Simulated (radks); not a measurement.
Effect of the nuclear size on the indium ion In+, [Kr] 4d10 5s2. Calculated with a radial shooting solver on a logarithmic mesh with Libxc functionals: Dirac Kohn-Sham, BLYP, spin-unpolarised, spherical densities, finite nucleus; Fermi nuclear charge, rms radius 4.6156 fm. The rms radius is varied about that value; shifts are against it.

rms radius (fm) = 3.9186: total energy shift (eV) -1.02; density at nucleus (e/bohr^3) 1.791e+05; 1s1/2 shift (meV) -428; 2s1/2 shift (meV) -48.5; 3p1/2 shift (meV) 0.579; 4s1/2 shift (meV) -1.74; 4p1/2 shift (meV) 0.168; 5s1/2 shift (meV) -0.130; 5p1/2 (empty) shift (meV) 0.044
rms radius (fm) = 4.2787: total energy shift (eV) -0.510; density at nucleus (e/bohr^3) 1.768e+05; 1s1/2 shift (meV) -214; 2s1/2 shift (meV) -24.3; 3p1/2 shift (meV) 0.290; 4s1/2 shift (meV) -0.872; 4p1/2 shift (meV) 0.084; 5s1/2 shift (meV) -0.065; 5p1/2 (empty) shift (meV) 0.022
rms radius (fm) = 4.6156: total energy shift (eV) 0; density at nucleus (e/bohr^3) 1.748e+05; 1s1/2 shift (meV) 0.000; 2s1/2 shift (meV) 0.000; 3p1/2 shift (meV) 0.000; 4s1/2 shift (meV) 0.000; 4p1/2 shift (meV) 0.000; 5s1/2 shift (meV) 0.000; 5p1/2 (empty) shift (meV) 0.000
rms radius (fm) = 5.0079: total energy shift (eV) 0.635; density at nucleus (e/bohr^3) 1.727e+05; 1s1/2 shift (meV) 267; 2s1/2 shift (meV) 30.3; 3p1/2 shift (meV) -0.361; 4s1/2 shift (meV) 1.09; 4p1/2 shift (meV) -0.105; 5s1/2 shift (meV) 0.081; 5p1/2 (empty) shift (meV) -0.028
rms radius (fm) = 5.3772: total energy shift (eV) 1.27; density at nucleus (e/bohr^3) 1.709e+05; 1s1/2 shift (meV) 535; 2s1/2 shift (meV) 60.7; 3p1/2 shift (meV) -0.724; 4s1/2 shift (meV) 2.18; 4p1/2 shift (meV) -0.210; 5s1/2 shift (meV) 0.163; 5p1/2 (empty) shift (meV) -0.055

Slopes of the eigenvalues against <r^2> in GHz/fm^2, as finite differences over the two radii next to the reference (eigenvalue slopes, not the field-shift constants of lines): 1s1/2 17200, 2s1/2 1950, 3p1/2 -23.3, 4s1/2 70.0, 4p1/2 -6.74, 5s1/2 5.22, 5p1/2 (empty) -1.78.
